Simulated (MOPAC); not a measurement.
MOPAC input (PM3):

```
PM3 FORCE THERMO(298,298) PRECISE LET UHF MS=0.5 GEO-OK AUX(PRECISION=9) THREADS=1
HN2

N    -0.02095850 1   -0.01897680 1   -0.49708030 1
N    -0.07911284 1   -0.01156679 1    0.65494043 1
H     0.76078749 1    0.23549880 1   -1.06127420 1
```

Output:

```
 *******************************************************************************
 **                                                                           **
 **                              MOPAC v23.2.5                                **
 **                                                                           **
 *******************************************************************************
 ** MOPAC's Digital Object Identifier: https://doi.org/10.5281/zenodo.6511958 **
 **                                                                           **
 ** Please cite the open-source release paper for use of this MOPAC version:  **
 ** J. E. Moussa and J. J. P. Stewart (2026)                                  **
 ** MOPAC: An open-source semiempirical molecular orbital program             **
 ** J. Open Source Softw., 11(119), 8025, https://doi.org/10.21105/joss.08025 **
 *******************************************************************************

                              PM3 CALCULATION RESULTS

 *******************************************************************************
 *  PM3        - The PM3 Hamiltonian to be used
 *  GEO-OK     - OVERRIDE INTERATOMIC DISTANCE AND OTHER SAFETY CHECKS
 *  UHF        - UNRESTRICTED HARTREE-FOCK CALCULATION
 *  MS=        - IN MECI, MAGNETIC COMPONENT OF SPIN =  0.5
 *  LET        - OVERRIDE SOME SAFETY CHECKS
 *  PRECISE    - TIGHTER CRITERIA TO BE USED
 *  FORCE      - FORCE CALCULATION SPECIFIED
 *  AUX        - OUTPUT AUXILIARY INFORMATION
 *  THERMO     - THERMODYNAMIC QUANTITIES TO BE CALCULATED
 *******************************************************************************
PM3 FORCE THERMO(298,298) PRECISE LET UHF MS=0.5 GEO-OK AUX(PRECISION=9) THREADS=1
 HN2

   ATOM   CHEMICAL          X               Y               Z
  NUMBER   SYMBOL      (ANGSTROMS)     (ANGSTROMS)     (ANGSTROMS)

     1       N         -0.02095850  *  -0.01897680  *  -0.49708030  *
     2       N         -0.07911284  *  -0.01156679  *   0.65494043  *
     3       H          0.76078749  *   0.23549880  *  -1.06127420  *

          CARTESIAN COORDINATES

    NO.       ATOM           X           Y           Z

     1         N         -0.0210     -0.0190     -0.4971
     2         N         -0.0791     -0.0116      0.6549
     3         H          0.7608      0.2355     -1.0613

  H: (PM3): J. J. P. STEWART, J. COMP. CHEM. 10, 209 (1989).
  N: (PM3): J. J. P. STEWART, J. COMP. CHEM. 10, 209 (1989).

           Empirical Formula: H N2  =     3 atoms

      MOLECULAR POINT GROUP   :   Cs

          UHF CALCULATION, NO. OF ALPHA ELECTRONS =    6
                           NO. OF BETA  ELECTRONS =    5

          HEAT OF FORMATION =      46.361395 KCALS/MOLE

          CARTESIAN COORDINATE DERIVATIVES

   NUMBER  ATOM         X            Y            Z

     1       N     -0.017219     0.001175     0.000000
     2       N      0.014925     0.001217     0.000000
     3       H      0.002294    -0.002392     0.000000

 DIPOLE           X         Y         Z       TOTAL
 POINT-CHG.    -1.416     0.187    -0.000     1.429
 HYBRID        -0.601     0.933     0.000     1.110
 SUM           -2.017     1.120    -0.000     2.307

          GRADIENT NORM =   0.02309

          MOLECULAR WEIGHT =   29.02

          ROTATIONAL CONSTANTS IN CM(-1)

          A =   31.59451914   B =    1.56805804   C =    1.49391404

           PRINCIPAL MOMENTS OF INERTIA IN UNITS OF 10**(-40)*GRAM-CM**2

          A =        0.8860   B =       17.8519   C =       18.7379

          ORIENTATION OF MOLECULE IN FORCE CALCULATION

    NO.       ATOM         X         Y         Z

     1          N      -0.5358   -0.0276    0.0000
     2          N       0.6177   -0.0276    0.0000
     3          H      -1.1371    0.7678   -0.0000

    FIRST DERIVATIVES WILL BE USED IN THE CALCULATION OF SECOND DERIVATIVES

    FOR POINT-GROUP Cs   THERE ARE   2 UNIQUE SYMMETRY FUNCTIONS.

(To convert to Hartree/Bohr^2, multiply by (10^(-21) x N x a0^2)/(4.184 x 627.51) =  0.0642)

           FORCE MATRIX IN MILLIDYNES/ANGSTROM

                  N  1       N  2       H  3
 ------------------------------------------
     N    1  21.964677
     N    2  19.670231  20.842505
     H    3   5.324216   1.325877   6.070967

          HEAT OF FORMATION =      46.361395 KCALS/MOLE

          ZERO POINT ENERGY       9.323 KCAL/MOL

           NORMAL COORDINATE ANALYSIS (Total motion = 1 Angstrom)

   Root No.       1         2         3

                 1 A'      2 A'      3 A'

                1023.4    2213.0    3285.4

   x  N    1   -0.0386   -0.3693    0.0390
   y  N    1   -0.0887    0.0043   -0.0505
   z  N    1    0.0000   -0.0000    0.0000
   x  N    2   -0.0108    0.3862    0.0031
   y  N    2    0.0528   -0.0091   -0.0018
   z  N    2   -0.0000    0.0000    0.0000
   x  H    3    0.6872   -0.2350   -0.5850
   y  H    3    0.4991    0.0672    0.7263
   z  H    3   -0.0000   -0.0000   -0.0000

           MASS-WEIGHTED COORDINATE ANALYSIS (NORMAL COORDINATES)

   Root No.       1         2         3

                 1 A'      2 A'      3 A'

                1023.4    2213.0    3285.4

   x  N    1   -0.1524   -0.6858    0.1510
   y  N    1   -0.3503    0.0080   -0.1955
   z  N    1    0.0000   -0.0000    0.0000
   x  N    2   -0.0428    0.7172    0.0120
   y  N    2    0.2085   -0.0170   -0.0069
   z  N    2   -0.0000    0.0000    0.0000
   x  H    3    0.7277   -0.1171   -0.6078
   y  H    3    0.5284    0.0335    0.7546
   z  H    3   -0.0000   -0.0000   -0.0000

          DESCRIPTION OF VIBRATIONS

 VIBRATION          1    1A'         ATOM PAIR     ENERGY CONTRIBUTION    RADIAL
 FREQUENCY          1023.36         N 1 -- H 3         +92.2% ( 95.8%)      1.9%
 TRANSITION DIPOLE   0.7785         N 1 -- N 2          +7.8% ( 27.8%)      3.7%
 TRAVEL (Ang.)       0.2585
 REDUCED MASS        0.9862
 EFFECTIVE MASS      2.6389
 FORCE CONSTANT      0.6085

 VIBRATION          2    2A'         ATOM PAIR     ENERGY CONTRIBUTION    RADIAL
 FREQUENCY          2212.96         N 1 -- N 2         +80.8% ( 99.6%)    100.0%
 TRANSITION DIPOLE   2.0075         N 1 -- H 3         +19.2% ( 48.6%)     32.1%
 TRAVEL (Ang.)       0.0669
 REDUCED MASS        6.8111
 EFFECTIVE MASS     13.8654
 FORCE CONSTANT     19.6524

 VIBRATION          3    3A'         ATOM PAIR     ENERGY CONTRIBUTION    RADIAL
 FREQUENCY          3285.39         N 1 -- H 3         +99.2% (100.0%)     99.9%
 TRANSITION DIPOLE   0.6195         N 1 -- N 2          +0.8% (  9.0%)     35.2%
 TRAVEL (Ang.)       0.1477
 REDUCED MASS        0.9404
 EFFECTIVE MASS      1.4057
 FORCE CONSTANT      5.9807

      SYMMETRY NUMBER FOR POINT-GROUP Cs  =  1

          SYSTEM IS A GROUND STATE

 HN2

          MOLECULE IS NOT LINEAR

          THERE ARE  3 GENUINE VIBRATIONS IN THIS SYSTEM
          THIS THERMODYNAMICS CALCULATION IS LIMITED TO
          MOLECULES WHICH HAVE NO INTERNAL ROTATIONS

                    CALCULATED THERMODYNAMIC PROPERTIES
                                          *
   TEMP. (K)   PARTITION FUNCTION   H.O.F.    ENTHALPY  HEAT CAPACITY ENTROPY
                                   KCAL/MOL   CAL/MOLE    CAL/K/MOL  CAL/K/MOL

 298.00  VIB.     0.1007D+01                    21.2120     0.3571     0.0855
         ROT.     0.6141D+03                   888.2803     2.9808    15.7391
         INT.     0.6186D+03                   909.4923     3.3379    15.8245
         TRA.     0.1511D+27                  1480.4672     4.9680    36.0281
         TOT.                       46.361    2389.9595     8.3059    51.8526

   *: NOTE: HEATS OF FORMATION ARE RELATIVE TO THE
            ELEMENTS IN THEIR STANDARD STATE AT 298K
              (=  Standard Enthalpy of Formation).

            Hvib:  Zero-point energy is not included.
                   frequencies of less than zero cm-1 are not included.
            Hrot = (3/2)RT
            Htra = (3/2)RT + pV = (5/2)RT

            Heat capacity is Cp, not Cv

          For more information, see: HTTP://OpenMOPAC.net/Manual/thermochemistry.html

           FORCE CONSTANT IN CARTESIAN COORDINATES (Millidynes/A)

    ATOM   CHEMICAL       X               Y               Z
   NUMBER   SYMBOL  FORCE CONSTANT  FORCE CONSTANT  FORCE CONSTANT

      1       N       21.241620        4.466971        0.004840
      2       N       20.820556        0.390953        0.000692
      3       H        2.736727        3.826847        0.000925

 **********************
 *                    *
 * JOB ENDED NORMALLY *
 *                    *
 **********************

 == MOPAC DONE ==
```
